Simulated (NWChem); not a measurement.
System: CH$_{3}$FO$_{2}$Si; SMILES O=C(O)[SiH2]F

```xyz
8

O     -0.7372     1.7364    -0.5774
C      0.0419     0.9153    -0.1629
O      1.1985     1.2248     0.4231
Si    -0.3886    -0.9410    -0.3476
F      0.7696    -1.8984     0.2631
H      1.2619     2.1970     0.4373
H     -1.6519    -1.1736     0.3966
H     -0.5285    -1.2154    -1.7998
```
Atoms are numbered in this order, from 1.

Results from NWChem. The geometry was optimised at PBE0/def2-SVP. Level: PBE0/def2-SVP with SMD (1 M gas to 1 M solution), gas-phase geometry. Reactions with the solvent are ignored.

**Question.** Estimate the computed values for solvent water. Quantities: solvation free energy (kcal/mol); cavity-dispersion-structure term (kcal/mol); dipole in solution (D).

**Answer.** 
```json
{
 "solvation free energy (kcal/mol)": "-4.1",
 "cavity-dispersion-structure term (kcal/mol)": "4.9",
 "dipole in solution (D)": "0.75"
}
```
